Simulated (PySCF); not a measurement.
## Radial density of Co (cobalt, neutral)

UHF, [Ar] 3d7 4s2, high-spin 4F determinant. All numbers are calculated (PySCF 2.14, scalar relativity by spin-free X2C-1e, in x2c-TZVPall (6s5p4d1f, 48 functions)).

| r (bohr) | 4πr²ρ (e/bohr) | 4πr²(ρα − ρβ) |
| --- | --- | --- |
| 0.000956 | 0.2153 | 0.0000 |
| 0.00161 | 0.5437 | 0.0000 |
| 0.00270 | 1.360 | 0.0001 |
| 0.00455 | 3.285 | 0.0002 |
| 0.00765 | 7.444 | 0.0005 |
| 0.0129 | 15.15 | 0.0009 |
| 0.0217 | 25.79 | 0.0015 |
| 0.0364 | 32.67 | 0.0020 |
| 0.0613 | 28.43 | 0.0046 |
| 0.103 | 26.87 | 0.0308 |
| 0.173 | 36.69 | 0.2034 |
| 0.292 | 22.71 | 0.9810 |
| 0.490 | 15.55 | 2.5683 |
| 0.825 | 16.36 | 2.7680 |
| 1.39 | 4.721 | 1.1325 |
| 2.33 | 1.203 | 0.1701 |
| 3.92 | 0.4077 | -0.0154 |
| 6.60 | 0.03524 | -0.0069 |
| 11.1 | 6.024e-05 | 0.0000 |

Densities and radii are taken from the X2C orbitals without a picture-change correction, which distorts them close to the nucleus.

(1) Where is the radial spin density 4πr²(ρα − ρβ) most negative, and why is it negative at all?

## Answers

(1) Around r = 3.92 bohr, down to -0.0154 e/bohr: exchange with the open shell polarises the paired shells in an unrestricted calculation.
